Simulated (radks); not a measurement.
Radial electron density D(r) = 4 pi r^2 rho(r) of an atom or ion with 12 electrons. Calculated with a radial shooting solver on a logarithmic mesh with Libxc functionals: non-relativistic Kohn-Sham, LDA (Slater exchange, Perdew-Wang correlation), spin-polarised, spherical densities, point nucleus.

```
   r/bohr * D(r) (the largest magnitude, 13.3, reaches the edge; | marks zero)
  0.01461 |        *
  0.01647 |         *
  0.01872 |            *
  0.02111 |              *
  0.02399 |                 *
  0.02727 |                     *
  0.03074 |                         *
  0.03494 |                             *
   0.0394 |                                 *
  0.04478 |                                      *
  0.05049 |                                          *
  0.05738 |                                               *
  0.06522 |                                                  *
  0.07353 |                                                     *
  0.08357 |                                                      *
  0.09423 |                                                      *
   0.1071 |                                                    *
   0.1207 |                                                 *
   0.1372 |                                             *
    0.156 |                                        *
   0.1759 |                                    *
   0.1999 |                                *
   0.2254 |                              *
   0.2561 |                              *
   0.2888 |                                *
   0.3282 |                                   *
   0.3731 |                                       *
   0.4206 |                                           *
    0.478 |                                             *
    0.539 |                                            *
   0.6126 |                                          *
   0.6907 |                                     *
    0.785 |                              *
   0.8922 |                       *
    1.006 |                 *
    1.143 |           *
    1.289 |       *
    1.465 |    *
    1.652 |   *
    1.878 |  *
    2.134 |  *
    2.406 |  *
    2.735 |  *
    3.083 |  *
    3.504 | *
    3.951 | *
     4.49 |*
    5.104 |*
    5.754 *
     6.54 *
    7.374 *
    8.381 *
    9.449 *
    10.74 *
```

What is the nuclear charge?

Answer. Z = 12. The innermost maximum, from 1s, lies near 1/Z = 0.0833 bohr (found: 0.0877), and its height grows with Z. The density is that of neutral magnesium in [Ne] 3s2; the configuration itself is not fixed sharply by these data, and Z only to about a unit. D(r) has 2 maxima, at r = 0.0877, 0.502 bohr, and minima at 0.240 bohr, inside which lie 2.21 electrons.
